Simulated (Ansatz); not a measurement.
Frontier orbitals of C$_{2}$H$_{6}$CuFS (`C[S+](C)[Cu-][F]`).

```tsv
atom	x (Å)	y (Å)	z (Å)
C1	-0.2084	-1.1807	0.9520
S2	0.1132	0.5643	0.6445
C3	1.2741	0.4389	-0.7265
Cu4	-1.6912	1.3823	-0.1600
F5	-3.1825	2.0667	-0.8168
H6	-0.9481	-1.2342	1.7498
H7	0.7133	-1.6627	1.2798
H8	-0.6001	-1.6691	0.0608
H9	1.5136	1.4550	-1.0374
H10	0.8342	-0.1022	-1.5631
H11	2.1820	-0.0583	-0.3830
```

Total charge 0; spin multiplicity 1. For Cu the d shell is correlated and the shells below it are frozen. Scalar relativity is left out up to krypton. All single points use the PBE0-D4/def2-TZVP geometry. It is one conformer, not always the lowest. Basis def2-TZVPP, Ansatz 0.2.0.

Orbital energies of one run (eV). Highest occupied ones, from the top: -5.39, -5.47, -5.62, -6.02, -6.02, -7.35, -7.58, -7.65, -8.64, -10.03, -10.42, -11.40, -12.02, -12.34. Empty: -1.14, -0.58, -0.20, 1.02, 1.26, 1.36.

Question: Which functional gave them?
A. r2SCAN
B. LC-ωPBE
C. CAM-B3LYP
D. PBE0

Answer: A. HOMO energies: r2SCAN -5.39, PBE0 -6.70, LC-ωPBE -9.52, CAM-B3LYP -8.25 eV.

LC-ωPBE has ω = 0.4 bohr⁻¹.
